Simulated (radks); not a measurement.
Values are calculated unless marked as measured or tabulated.
All-electron atom: Ho4+ in [Xe] 4f9.

Level of theory: Dirac Kohn-Sham, PBE, spin-unpolarised, spherical densities, point nucleus; open shells are shared between the two j in proportion to 2j + 1 (a radial shooting solver on a logarithmic mesh with Libxc functionals).

Energy parts (hartree):
total: -12625.1849
kinetic: 13895.1842
electron-nucleus: -31063.9211
Hartree: 4813.4513
exchange-correlation: -269.8993

Orbitals (lengths in bohr, moments of r in powers of bohr):
orbital     occ.  eigenvalue (hartree)      <r^2>      <r>
1s1/2          2             -2039.242  0.0005880  0.02074
2s1/2          2             -342.5860   0.009109  0.08753
2p1/2          2             -326.1233   0.006582  0.07291
2p3/2          4             -294.6341   0.007805  0.08007
3s1/2          2             -78.13274    0.06029   0.2294
3p1/2          2             -70.93813    0.05589   0.2191
3p3/2          4             -64.36226    0.06279   0.2327
3d3/2          4             -52.03976    0.04963   0.2054
3d5/2          6             -50.60376    0.05154   0.2096
4s1/2          2             -17.06029     0.3025   0.5175
4p1/2          2             -14.20093     0.3161   0.5269
4p3/2          4             -12.71489     0.3535   0.5574
4d3/2          4              -8.00571     0.3979   0.5857
4d5/2          6              -7.73401     0.4123   0.5963
4f5/2    3.85714              -2.06516     0.6911   0.7393
4f7/2    5.14286              -2.02404     0.7095   0.7486
5s1/2          2              -3.56866      1.681    1.225
5p1/2          2              -2.74350      2.043    1.346
5p3/2          4              -2.52158      2.299    1.429

The highest occupied level is 4f7/2 at -55.077 eV. The density falls to 0.001 e/bohr^3 at r = 3.01 bohr.
